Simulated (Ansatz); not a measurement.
Relative stability

The two ends of one reaction step of SnNH₇O, singlet (PBE0-D4/def2-TZVP).

A:

```
10
angstrom
Sn 1.1496 0.3221 0.2368
O -0.0921 -0.7476 1.3712
H 0.6523 1.9442 0.0669
H 1.5939 -0.4888 -1.1958
H 2.5393 0.3194 1.2777
H -1.6250 -0.5509 -0.1541
N -1.2958 -0.0099 -0.9471
H 0.3404 -1.0043 2.1882
H -1.8977 0.7952 -1.0632
H -1.3649 -0.5794 -1.7807
```

B:

```tsv
atom	x (Å)	y (Å)	z (Å)
Sn1	1.0066	0.7928	-0.4563
O2	-0.2677	-1.8418	1.2313
H3	1.2869	2.1434	-1.4780
H4	1.8827	-0.5545	-1.0004
H5	1.3140	1.2212	1.1596
H6	-0.7597	-1.1903	0.6931
N7	-0.9773	0.2571	-0.5255
H8	-0.6405	-1.7874	2.1128
H9	-1.5918	1.0279	-0.2921
H10	-1.2532	-0.0683	-1.4447
```

Program: Ansatz 0.2.0. Basis: def2-TZVPP. Cores are frozen in the correlated methods. Filled d shells of the heavier atoms are correlated. Core potentials replace the inner electrons of the atoms past krypton. The def2 sets are not built for correlating such inner shells, so the correlated values are less sure here. B3LYP uses VWN-RPA correlation.

**Question.** Which structure is lower at CCSD(T), and by how much? (To be estimated.)

**Answer.** The calculation gives: A, by 20.4 kJ/mol (electronic energy, against the other). By their contacts, A is a complex of SnH₄O ([OH][SnH3]) + NH₃ and B is a complex of SnNH₅ ([NH2][SnH3]) + H₂O.

All methods give the same order:

```json
{"method": "SPW92", "E(B) − E(A) (kJ/mol)": "20.8"}
{"method": "PBE-D4", "E(B) − E(A) (kJ/mol)": "22.0"}
{"method": "BLYP-D4", "E(B) − E(A) (kJ/mol)": "24.1"}
{"method": "r2SCAN-D4", "E(B) − E(A) (kJ/mol)": "27.7"}
{"method": "B97M-V", "E(B) − E(A) (kJ/mol)": "36.3"}
{"method": "PBE0-D4", "E(B) − E(A) (kJ/mol)": "21.8"}
{"method": "B3LYP-D4", "E(B) − E(A) (kJ/mol)": "23.7"}
{"method": "r2SCAN0-D4", "E(B) − E(A) (kJ/mol)": "25.5"}
{"method": "BHLYP-D4", "E(B) − E(A) (kJ/mol)": "25.8"}
{"method": "CAM-B3LYP-D4", "E(B) − E(A) (kJ/mol)": "24.2"}
{"method": "wB97X-V", "E(B) − E(A) (kJ/mol)": "26.0"}
{"method": "wB97M-V", "E(B) − E(A) (kJ/mol)": "25.9"}
{"method": "B2PLYP", "E(B) − E(A) (kJ/mol)": "23.0"}
{"method": "PBE-QIDH", "E(B) − E(A) (kJ/mol)": "21.9"}
{"method": "RPA on PBE", "E(B) − E(A) (kJ/mol)": "20.4"}
{"method": "HF", "E(B) − E(A) (kJ/mol)": "27.3"}
{"method": "MP2", "E(B) − E(A) (kJ/mol)": "19.2"}
{"method": "CCSD", "E(B) − E(A) (kJ/mol)": "20.6"}
{"method": "CCSD(T)", "E(B) − E(A) (kJ/mol)": "20.4"}
```

The T1 diagnostic stays at or below 0.013.

Labels in which every atom is bracketed show which atoms are joined, not bond orders.

For scale, one of the runs: CCSD(T)/def2-TZVPP, 210 basis functions, launched by `ansatz run in.yaml --threads 4 --pin off --events-out ev --progress --plain --max-ram 9574MiB`. Time: 69 s of wall clock on 4 CPU threads of an Arm Neoverse V2; the host was shared. Peak host memory: 3.3 GiB.
